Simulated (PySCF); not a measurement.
TaOCl3, SMILES [O]=[Ta]([Cl])([Cl])[Cl], multiplicity 1.

Coordinates come from a r2SCAN-D4/def2-SVP optimisation. The spin state was assumed, not searched. The isomer is the one that the SMILES or the coordinates give; other isomers of the formula were not compared. The def2 effective core potentials stand for the cores of Ta; spin–orbit coupling is left out.

Computed with TDA-LC-ωPBE/def2-SVPD in PySCF 2.14.0.

Vertical excitations; the highest root listed may be one member of a degenerate set. The molecule is in vacuum. State labels are in the subgroup Cs.

Computed lowest excited states:
```json
[
 {"state": "S1", "symmetry": "A\"", "energy (eV)": "5.63", "λ (nm)": "220", "f": "0.000", "main pairs": "HOMO−1→LUMO 47 %, HOMO→LUMO+1 47 %"},
 {"state": "S2", "symmetry": "A\"", "energy (eV)": "5.79", "λ (nm)": "214", "f": "0.004", "main pairs": "HOMO→LUMO+1, HOMO−1→LUMO, HOMO−3→LUMO (degenerate set)"},
 {"state": "S3", "symmetry": "A'", "energy (eV)": "5.79", "λ (nm)": "214", "f": "0.004", "main pairs": "HOMO→LUMO, HOMO−1→LUMO+1, HOMO−3→LUMO+1 (degenerate set)"},
 {"state": "S4", "symmetry": "A'", "energy (eV)": "6.03", "λ (nm)": "206", "f": "0.006", "main pairs": "HOMO−1→LUMO+1 44 %, HOMO→LUMO 44 %"},
 {"state": "S5", "symmetry": "A\"", "energy (eV)": "6.22", "λ (nm)": "199", "f": "0.000", "main pairs": "HOMO−3→LUMO (degenerate set)"},
 {"state": "S6", "symmetry": "A'", "energy (eV)": "6.22", "λ (nm)": "199", "f": "0.000", "main pairs": "HOMO−3→LUMO+1 (degenerate set)"},
 {"state": "S7", "symmetry": "A\"", "energy (eV)": "6.55", "λ (nm)": "189", "f": "0.067", "main pairs": "HOMO−2→LUMO+1 (degenerate set)"},
 {"state": "S8", "symmetry": "A'", "energy (eV)": "6.55", "λ (nm)": "189", "f": "0.067", "main pairs": "HOMO−2→LUMO (degenerate set)"},
 {"state": "S9", "symmetry": "A\"", "energy (eV)": "6.74", "λ (nm)": "184", "f": "0.000", "main pairs": "HOMO−4→LUMO 33 %, HOMO−5→LUMO+1 33 %, HOMO−7→LUMO+1 8 %, HOMO−6→LUMO 8 %"},
 {"state": "S10", "symmetry": "A'", "energy (eV)": "6.77", "λ (nm)": "183", "f": "0.002", "main pairs": "HOMO−5→LUMO 46 %, HOMO−4→LUMO+1 46 %"},
 {"state": "T1", "symmetry": "A'", "energy (eV)": "5.48", "λ (nm)": "226", "f": "0", "main pairs": "HOMO→LUMO 29 %, HOMO−1→LUMO+1 29 %, HOMO→LUMO+3 7 %, HOMO−1→LUMO+2 7 %"},
 {"state": "T2", "symmetry": "A\"", "energy (eV)": "5.51", "λ (nm)": "225", "f": "0", "main pairs": "HOMO−1→LUMO 50 %, HOMO→LUMO+1 46 %"},
 {"state": "T3", "symmetry": "A\"", "energy (eV)": "5.51", "λ (nm)": "225", "f": "0", "main pairs": "HOMO→LUMO+1, HOMO−1→LUMO (degenerate set)"},
 {"state": "T4", "symmetry": "A'", "energy (eV)": "5.51", "λ (nm)": "225", "f": "0", "main pairs": "HOMO−1→LUMO+1, HOMO→LUMO (degenerate set)"}
]
```
Triplets are in the Tamm–Dancoff approximation.
